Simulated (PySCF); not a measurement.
Isomers of BH8NSi2. Method: PBE0-D3(BJ)/def2-SVP geometry optimisation, gas phase in PySCF 2.14.0. One conformer each; no zero-point energy, no entropy. No frequencies were run at this level. Point groups hold within 0.08 Å.

Problem. Rank from lowest to highest electronic energy at this level (kcal/mol).
A. `[BH2:1][Si@@H:2]([NH2:3])[SiH3:4]` with H–B1–Si2–N3 -9° and 176°, B1–Si2–N3–H 172° and -48°
B. `[BH2:1][SiH2:2][NH:3][SiH3:4]` with H–B1–Si2–N3 -176° and 5°, B1–Si2–N3–Si4 -38°
C. `BN([SiH3])[SiH3]`

Solution. C (0.0), B (36.9), A (44.7).

As drawn, the lowest has a B–N bond, which the highest lacks; the highest has an N–H bond and an Si–Si bond, which the lowest lacks.

```tsv
SMILES	E (Eh)	E rel (kcal/mol)	dipole (D)	point group	A, B, C (MHz)
BN([SiH3])[SiH3]	-662.85355	0.0	0.96	–	6469, 3092, 2199
B[SiH2]N[SiH3]	-662.79480	36.9	0.63	C1	8048, 2306, 1898
B[Si@@H](N)[SiH3]	-662.78229	44.7	1.64	C1	5107, 2901, 2109
```

Problem. How do the relative energies change in single points at PBE0/pcSseg-1 (no added dispersion term) on the same geometries?

Solution. 
```
           SMILES  PBE0-D3(BJ)/def2-SVP (kcal/mol)  PBE0/pcSseg-1 (kcal/mol)  shift
 BN([SiH3])[SiH3]                              0.0                       0.0    0.0
   B[SiH2]N[SiH3]                             36.9                      36.2   -0.7
B[Si@@H](N)[SiH3]                             44.7                      43.6   -1.1
```

Each column counts from its own lowest isomer. The order is unchanged; the largest shift is 1.1 kcal/mol.
